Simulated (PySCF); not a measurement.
**C (carbon, neutral) across methods**

[He] 2s2 2p2, high-spin 3P determinant. Computed with PySCF 2.14 in aug-cc-pVTZ with one added diffuse shell each of s, p, d, f type (6s5p4d3f, 62 functions), with the non-relativistic Hamiltonian (point nucleus).

```csv
method,E (hartree),mean ε 2s α (eV),mean ε 2s β (eV),mean ε 2p α (eV),Σ⟨r²⟩ (bohr²),⟨S²⟩
UHF,-37.69182,-22.574,-15.894,-11.940,13.79,2.010
PBE0,-37.8049,-16.616,-13.252,-7.651,14.02,2.004
BLYP,-37.8462,-14.186,-11.881,-5.935,14.26,2.003
TPSSh,-37.8614,-15.752,-12.509,-6.887,13.99,2.005
LDA,-37.4677,-14.377,-11.881,-6.128,14.31,2.003
B3LYP,-37.8591,-16.071,-13.103,-7.330,14.06,2.004
PBE,-37.7956,-14.451,-11.911,-6.099,14.24,2.003
wB97M-V,-37.8461,-18.905,-16.013,-9.810,14.27,2.002
```

(1) Estimate the same row for r2SCAN.

Results:

(1) E (hartree) = -37.8324; mean ε 2s α (eV) = -15.233; mean ε 2s β (eV) = -11.956; mean ε 2p α (eV) = -6.575; Σ⟨r²⟩ (bohr²) = 13.96; ⟨S²⟩ = 2.007.
